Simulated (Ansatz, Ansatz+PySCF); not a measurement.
```xyz
3

H     0.0000    0.1729   -1.0874
B     0.0000   -0.3457    0.0000
H     0.0000    0.1729    1.0874
```

Basis set: def2-SVP (spherical functions). Left uncorrelated: 1 orbital. Charge 0, multiplicity 2.

Computed with Ansatz (development build ahead of 0.2.0); each method stands on the lowest determinant of its kind that the runs found.

Problem. Give the atomization energy at this shape (free ground-state atoms in the same class of orbitals less the molecule, no zero-point energy) of doublet BH2 by UHF-CCSD(T), UHF-MP2, ROHF, UHF.

Solution.

```json
{"method": "UHF-CCSD(T)", "atomization energy": "7.10 eV"}
{"method": "UHF-MP2", "atomization energy": "7.14 eV"}
{"method": "ROHF", "atomization energy": "6.36 eV"}
{"method": "UHF", "atomization energy": "6.31 eV"}
```
